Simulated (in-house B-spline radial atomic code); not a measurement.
B3LYP (VWN-RPA) excitations of Si III (Si2+)

Method: B3LYP (VWN-RPA). Computed with a B-spline radial code for spherical atoms: linear response of the closed shell [Ne] 3s2 with the functional's adiabatic kernel; scalar-relativistic (spin-free one-electron X2C), finite nucleus, no spin-orbit coupling, no double excitations, S, P, D and F terms only.

Command:
```bash
python run_td.py task.json out
```
Settings (radii: box in bohr, nucleus in fm):
```
Z                        14
electrons                12
configuration            [Ne] 3s2
hamiltonian              x2c
method                   b3lyp
box_radius               29.48
rms_radius               3.1224
intervals                74
```

Time taken, with all properties: 0.7 s on 1 thread of Arm Neoverse N1, on a shared host.

The lowest states, in the order of their Tamm-Dancoff energies; the method's threshold (minus the highest occupied level) is 29.560 eV. Labels give the largest channel, * marks a mixed state, and oscillator strengths are full-response dipole values. Semilocal kernels can invert the small singlet-triplet splittings of Rydberg terms. Energies in eV:

```csv
state,full response,Tamm-Dancoff,oscillator strength
3s → 3p 3P,6.196,6.425,-
3s → 3p 1P,10.367,10.817,1.62
3s → 3d 3D,16.614,16.673,-
3s → 3d 1D,17.893,17.898,-
3s → 4s 3S,?,?,-
3s → 4s 1S,19.206,19.229,-
3s → 4p 3P,20.884,20.893,-
3s → 4p 1P,21.160,21.199,0.0115
3s → 4d 3D,23.771,23.780,-
3s → 4d 1D,23.971,23.973,-
3s → 5s 3S,24.150,24.152,-
3s → 5s 1S,?,?,-
3s → 4f 1F,24.513,24.514,-
3s → 4f 3F,24.561,24.564,-
3s → 5p 3P,25.039,25.041,-
3s → 5p 1P,25.134,25.143,0.00931
```

(1) Where does 3s → 5s 1S lie?

(2) Where does 3s → 4s 3S lie?

(3) How large is the singlet-triplet splitting of 3s → 3p (P terms) in Tamm-Dancoff?

(4) What polarisabilities and dispersion coefficient does the method give?

Results:

(1) At 24.356 eV in full response, 24.363 eV in Tamm-Dancoff.

(2) At 18.530 eV in full response, 18.534 eV in Tamm-Dancoff.

(3) 4.39 eV, from the unrounded values.

(4) Dipole 11.45 bohr³, quadrupole 35.69 bohr⁵, C6 38.99 hartree·bohr⁶ for two such species.
